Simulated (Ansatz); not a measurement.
Born–Oppenheimer molecular dynamics of CH6BNOSi (11 atoms, charge 0, multiplicity 1). It starts from a relaxed structure.

Computed with RKS PBE/6-31G in Ansatz 0.2.0.

| Item | Value |
| --- | --- |
| ensemble | NVE (velocity Verlet) |
| time step | 0.5 fs |
| steps asked | 400 |
| starting velocities drawn for | 300 K |
| seed | 93543 |

First frame:

```xyz
11
Properties=species:S:1:pos:R:3
B -1.240 -0.086 1.820
Si -0.026 -0.941 0.448
C 0.657 0.280 -0.877
N 1.903 0.605 -0.921
O -0.399 0.732 -1.699
H -1.621 -0.739 2.759
H -1.620 1.053 1.728
H -0.844 -1.997 -0.282
H 1.156 -1.641 1.081
H 2.178 1.289 -1.659
H -0.078 1.387 -2.378
```

Problem. How far do the bonds stretch over the last three quarters of this one trajectory? (Pairs bonded in most of those frames.)

Solution. 
```csv
bond,mean (Å),spread (Å),shortest,longest
B1–Si2,2.027,0.017,1.99,2.06
B1–H6,1.211,0.040,1.15,1.28
B1–H7,1.207,0.024,1.15,1.27
Si2–C3,1.932,0.023,1.87,1.97
Si2–H8,1.521,0.011,1.50,1.54
Si2–H9,1.519,0.024,1.48,1.56
C3–N4,1.290,0.025,1.25,1.33
C3–O5,1.413,0.012,1.39,1.44
N4–H10,1.045,0.021,1.01,1.08
O5–H11,0.999,0.028,0.96,1.04
```

Mean temperature of the second half: 152 K. The conserved energy stayed within 0.19 meV per atom of its start (net change 0.11 meV per atom), so the integration is sound. Over the second half the temperature averaged 0.51 of the 300 K drawn at the start: a run that starts near a minimum puts about half its kinetic energy into the potential. A run of 0.2 ps of so small a system gives no equilibrium averages. Limits of this set-up: no polarisation functions.

Run time: 13 min on 2 threads of Arm Neoverse N1 (shared host), peak memory 0.1 GiB.
